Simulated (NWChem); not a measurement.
System: CH₂ClF₃Si; SMILES FC(F)[Si@H](F)Cl

Here is an NWChem input.

```
start job
memory heap 200 mb stack 900 mb global 1100 mb
geometry units angstroms noautoz
  F     -0.075876     2.294312    -0.609002
  C      0.591104     1.225029    -0.100020
  F      0.753148     1.410937     1.229820
  Si    -0.449068    -0.344360    -0.431473
  F     -1.799423    -0.256331     0.445591
  Cl     0.638557    -1.966845     0.175859
  H      1.593795     1.193815    -0.568440
  H     -0.810157    -0.467153    -1.861103
end
basis spherical
  * library def2-svp
end
dft
  xc hfexch
  iterations 150
  mulliken
end
task dft energy
```

Excerpt of the output:

```
             Northwest Computational Chemistry Package (NWChem) 7.3.0
             --------------------------------------------------------

 C1  symmetry detected

                             Geometry "geometry" -> ""
                             -------------------------

 Output coordinates in angstroms (scale by  1.889725989 to convert to a.u.)

  No.       Tag          Charge          X              Y              Z
 ---- ---------------- ---------- -------------- -------------- --------------
    1 F                    9.0000    -0.16146372     2.29569891    -0.59153940
    2 C                    6.0000     0.58252229     1.20512969    -0.26837578
    3 F                    9.0000     1.04962086     1.35963481     0.99148197
    4 Si                  14.0000    -0.53799558    -0.33988471    -0.37869786
    5 F                    9.0000    -1.64855245    -0.24923811     0.78701892
    6 Cl                  17.0000     0.62652322    -1.99231203    -0.06625945
    7 H                    1.0000     1.44987212     1.16800793    -0.95547628
    8 H                    1.0000    -1.22040470    -0.42595603    -1.68874170

 Effective nuclear repulsion energy (a.u.)     387.8848306236

  xc_inp: hfexch multiplicative factor not found.

                                 NWChem DFT Module
                                 -----------------

 Summary of "ao basis" -> "ao basis" (spherical)
 ------------------------------------------------------------------------------
       Tag                 Description            Shells   Functions and Types
 ---------------- ------------------------------  ------  ---------------------
 F                          def2-svp                 6       14   3s2p1d
 C                          def2-svp                 6       14   3s2p1d
 Si                         def2-svp                 8       18   4s3p1d
 Cl                         def2-svp                 8       18   4s3p1d
 H                          def2-svp                 3        5   2s1p

            General Information
            -------------------
          SCF calculation type: DFT
          Wavefunction type:  closed shell.
          No. of atoms     :     8
          No. of electrons :    66
           Alpha electrons :    33
            Beta electrons :    33
          Charge           :     0
          Spin multiplicity:     1
          Use of symmetry is: off; symmetry adaption is: off
          Maximum number of iterations: 150
          AO basis - number of functions:   102
                     number of shells:    46
          Convergence on energy requested:  1.00D-06
          Convergence on density requested:  1.00D-05
          Convergence on gradient requested:  5.00D-04

              XC Information
              --------------
                     Hartree-Fock (Exact) Exchange  1.000

      Superposition of Atomic Density Guess
      -------------------------------------

 Sum of atomic energies:       -1084.56296618

      Non-variational initial energy
      ------------------------------

 Total energy =   -1086.093286
 1-e energy   =   -2277.686152
 2-e energy   =     803.708035
 HOMO         =      -0.304960
 LUMO         =       0.075303

     ---------------------------------------------
      Total Density - Mulliken Population Analysis
     ---------------------------------------------

    Atom       Charge   Shell Charges
 -----------   ------   -------------------------------------------------------
    1 F    9     9.43   1.99  1.14  0.77  3.45  2.06  0.00
    2 C    6     5.34   1.99  0.90  0.28  1.48  0.61  0.09
    3 F    9     9.42   1.99  1.14  0.77  3.45  2.06  0.00
    4 Si  14    12.77   2.00  1.99  0.94  0.16  5.93  0.90  0.58  0.25
    5 F    9     9.57   1.99  1.15  0.78  3.52  2.13  0.00
    6 Cl  17    17.39   2.00  1.99  1.22  0.72  5.94  2.16  3.35  0.01
    7 H    1     0.97   0.72  0.24  0.02
    8 H    1     1.10   0.70  0.39  0.01

   convergence    iter        energy       DeltaE   RMS-Dens  Diis-err
 ---------------- ----- ----------------- --------- --------- ---------
 d= 0,ls=0.0,diis     1  -1085.2452708541 -1.47D+03  8.67D-03  1.05D+00
 d= 0,ls=0.0,diis     2  -1085.3377335793 -9.25D-02  3.12D-03  3.64D-01
 d= 0,ls=0.0,diis     3  -1085.3701213732 -3.24D-02  8.42D-04  6.07D-03
 d= 0,ls=0.0,diis     4  -1085.3711406057 -1.02D-03  2.50D-04  4.98D-04
 d= 0,ls=0.0,diis     5  -1085.3712303085 -8.97D-05  6.54D-05  2.17D-05
  Resetting Diis
 d= 0,ls=0.0,diis     6  -1085.3712361812 -5.87D-06  2.03D-05  2.42D-06
 d= 0,ls=0.0,diis     7  -1085.3712367821 -6.01D-07  5.60D-06  3.40D-07

         Total DFT energy =    -1085.371236782113
      One electron energy =    -2278.331724074996
           Coulomb energy =      889.248931912720
    Exchange-Corr. energy =      -84.173275243396
 Nuclear repulsion energy =      387.884830623558

 Numeric. integr. density =        0.000000000000

                       DFT Final Molecular Orbital Analysis
                       ------------------------------------

 Vector   31  Occ=2.000000D+00  E=-5.143095D-01
              MO Center=  5.1D-01, -7.3D-01, -1.2D-01, r^2= 3.7D+00
   Bfn.  Coefficient  Atom+Function         Bfn.  Coefficient  Atom+Function
  ----- ------------  ---------------      ----- ------------  ---------------
    85      0.444117  6 Cl px                82      0.326538  6 Cl px
    18     -0.190530  2 C  px                79      0.189256  6 Cl px
    93     -0.184023  7 H  s                 51      0.163314  4 Si py
     4     -0.140921  1 F  px                32     -0.141408  3 F  px
    87      0.140443  6 Cl pz                86      0.137528  6 Cl py

[...]
```

Level: Hartree-Fock/def2-SVP. Coordinates come from a PBE0/def2-SVP optimisation.
